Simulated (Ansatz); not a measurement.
Reaction: HBOCl (SMILES [O]BCl, doublet) → HBOCl (SMILES O[B]Cl, doublet)
Each species at its own B3LYP-D3(BJ)/def2-TZVP minimum (Ansatz, a first-principles code), one conformer.

Property: isomerisation energy (electronic), in kcal/mol. Radicals and triplets start from unrestricted determinants; spin-orbit coupling is neglected. CBS(X,Y): correlation extrapolated as X^-3, Hartree-Fock from the larger set (Q,5: extrapolated as (X+1)exp(-9√X)). A bracket is a step between two methods taken in the basis named. The functionals are non-relativistic, so their misses hold any scalar relativity. Double hybrids freeze cores in their MP2 part. '+ core + X2C': CCSD(T) terms for core correlation (cc-pwCVTZ, 1s frozen past Ne) and scalar relativity (cc-pVTZ-DK).

CCSD(T)/CBS(cc-pV(Q+d)Z,cc-pV(5+d)Z) + [CCSDT(Q) - CCSD(T)]/cc-pV(D+d)Z + core + X2C (Ansatz) gives -7.4 kcal/mol.

### Question
How far off this value is PBE/def2-TZVPD (Ansatz), in which direction, and which of these levels come nearer: r2SCAN/def2-TZVPD, B3LYP/def2-TZVPD, PBE0/def2-TZVPD, B2PLYP/def2-TZVPD, CCSD(T)/CBS(cc-pV(Q+d)Z,cc-pV(5+d)Z) + core + X2C?

### Answer
PBE gives -4.9 kcal/mol, 2.5 kcal/mol above it. Differences of the others: r2SCAN/def2-TZVPD (Ansatz) 2.0; B3LYP/def2-TZVPD (Ansatz) 4.5; PBE0/def2-TZVPD (Ansatz) 1.7; B2PLYP/def2-TZVPD (Ansatz) 1.6; CCSD(T)/CBS(cc-pV(Q+d)Z,cc-pV(5+d)Z) + core + X2C (Ansatz) -0.1 kcal/mol. Nearer than PBE: r2SCAN/def2-TZVPD, PBE0/def2-TZVPD, B2PLYP/def2-TZVPD, CCSD(T)/CBS(cc-pV(Q+d)Z,cc-pV(5+d)Z) + core + X2C.
